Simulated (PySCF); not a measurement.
C5H6ClO2 (charge -1).
SMILES with atom numbers: `[O:1]=[C:2]([O-:3])[C:4]1([CH2:5][Cl:6])[CH2:7][CH2:8]1` (hydrogens: H9, H10 on C5; H11, H12 on C7; H13, H14 on C8)

Computed geometry: GFN2-xTB, gas phase.

**Question.** Give the optimised bond lengths and angles.

**Answer.** 
| bond | length (pm) |
| --- | --- |
| O1=C2 | 123.5 |
| C2–O3 | 123.1 |
| C2–C4 | 159.7 |
| C4–C5 | 149.3 |
| C5–Cl6 | 179.6 |
| C4–C7, C4–C8 | 149.8 |
| C7–C8 | 149.8 |
| C5–H9, C5–H10 | 109.1 |
| C7–H11, C8–H14 | 108.1 |
| C7–H12, C8–H13 | 108.3 |

Bonds in one row agree within 1 pm and their mean is given. A selection of angles:
| angle | degrees |
| --- | --- |
| O1–C2–O3 | 130.6 |
| O1–C2–C4 | 114.8 |
| O3–C2–C4 | 114.7 |
| C2–C4–C5 | 111.3 |
| C2–C4–C7 | 117.2 |
| C5–C4–C7 | 121.2 |
| C7–C4–C8 | 60.0 |
| C4–C5–Cl6 | 114.7 |
| C4–C5–H9 | 110.7 |
| Cl6–C5–H9 | 105.8 |
| H9–C5–H10 | 108.9 |
| C4–C7–C8 | 60.0 |
| C4–C7–H11 | 116.5 |
| C4–C7–H12 | 119.0 |
| C8–C7–H11 | 117.5 |
| C8–C7–H12 | 118.4 |
| H11–C7–H12 | 114.7 |

Dihedral angles: O1–C2–C4–C5 0° (synperiplanar); C2–C4–C5–Cl6 180° (antiperiplanar); C2–C4–C7–C8 107° (anticlinal); C2–C4–C8–C7 -107° (anticlinal).

Of the pairs four or more bonds apart, Cl6···H12 is among the closest relative to their van der Waals radii: 2.79 Å, 95 % of the sum of Bondi's values. C2 (carboxylate carbon) is planar (angles 130.6°, 114.8° and 114.7°, sum 360.0°, 0.00 Å off the plane of its three neighbours). The C–C distances run from 1.493 Å (C4–C5, drawn single) to 1.597 Å (C2–C4, drawn single), a spread of 0.104 Å. All internal angles of the 3-membered ring C4–C7–C8 are 60.0°.

Point group: Cs (tolerance 0.08 Å). Whether it is a minimum is left open (no frequencies).

One conformer stands for the species.
